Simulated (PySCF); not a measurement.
C4H8OS. Atoms are numbered in the order given.

```xyz
14

O      3.1138    -0.5076     0.8052
C      2.3907    -0.2696    -0.1390
C      0.8982    -0.5150    -0.1834
C      0.1145     0.7005    -0.7007
C     -1.3759     0.4400    -0.9213
S     -2.1972     0.0353     0.6795
H      2.8131     0.1697    -1.1000
H      0.5608    -0.8400     0.8208
H      0.7357    -1.3713    -0.8802
H      0.5485     1.0349    -1.6691
H      0.2385     1.5516     0.0038
H     -1.8537     1.3409    -1.3556
H     -1.5160    -0.4028    -1.6304
H     -3.4471    -0.1220     0.1631
```

Geometry optimised at PBE-D3(BJ)/def2-SVP. Other conformers were not sampled.

These are PBE/pcSseg-1 run with PySCF values and carry that method's errors.

GIAO shieldings, no solvent; atoms listed in one row are averaged. δ = σ(ref) − σ: ¹⁷O against H2O (σ = 334.3 ppm); ¹³C against TMS (σ = 182.0 ppm); ³³S against H2S (σ = 706.5 ppm); ¹H against TMS (σ = 31.49 ppm), references at their B3LYP-D3(BJ)/def2-TZVP geometries, non-relativistic.

```
nucleus  atoms  count  δ (ppm)
-------  -----  -----  -------
¹⁷O         O1      1    719.2
¹³C         C2      1    207.7
¹³C         C3      1     52.7
¹³C         C5      1     38.4
¹³C         C4      1     30.3
³³S         S6      1    138.1
¹H          H7      1    10.48
¹H         H12      1     3.62
¹H         H13      1     3.21
¹H          H8      1     3.06
¹H         H10      1     2.68
¹H          H9      1     2.37
¹H         H14      1     2.18
¹H         H11      1     1.94
```
